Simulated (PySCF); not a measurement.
Al(All)(H)2 (C3H7Al), SMILES C=C[CH2][AlH2]. Atoms are numbered in the order given.

```xyz
11

Al     0.6752     0.4355     0.9029
C     -0.1974    -1.2678     0.2449
C     -0.8991    -0.2564    -0.5513
C     -0.3181     0.5720    -1.4711
H     -0.8334    -1.8901     0.8813
H      0.5687    -1.8441    -0.2915
H     -1.9099     0.0121    -0.2156
H      0.6685     0.3579    -1.8946
H     -0.8739     1.4071    -1.9024
H     -0.0677     1.3600     1.9475
H      2.1578     0.6489     0.4024
```

Geometry: B3LYP-D3(BJ)/def2-SVP. The structure was generated by enumeration; whether it is a known compound was not checked. One conformer was computed; it need not be the lowest.

Two levels are set side by side: PBE/pcSseg-1 (PySCF) and KT2/pcSseg-1 (PySCF). GIAO shifts against TMS (¹H), TMS (¹³C) at the same level; non-relativistic, no solvent, atoms listed together averaged. Differences are taken from unrounded values.

| quantity | KT2 |
|---|---|
| δ(¹³C) of C2 (ppm) | 29.6 |
| δ(¹³C) of C3 (ppm) | 134.0 |
| δ(¹³C) of C4 (ppm) | 97.0 |
| δ(¹H) of H7 (ppm) | 6.29 |

**Question.** What does PBE give, and how far is it from KT2? (Estimate from the structure and the level; the computed values follow.)

**Answer.** 
```json
[
 {"quantity": "δ(¹³C) of C2 (ppm)", "PBE": "31.3", "PBE minus KT2": "1.7"},
 {"quantity": "δ(¹³C) of C3 (ppm)", "PBE": "142.6", "PBE minus KT2": "8.6"},
 {"quantity": "δ(¹³C) of C4 (ppm)", "PBE": "103.3", "PBE minus KT2": "6.3"},
 {"quantity": "δ(¹H) of H7 (ppm)", "PBE": "6.48", "PBE minus KT2": "0.19"}
]
```

Rough cost on one machine, each run with all the roots and properties that it gave: KT2 against PBE within a factor of 2.
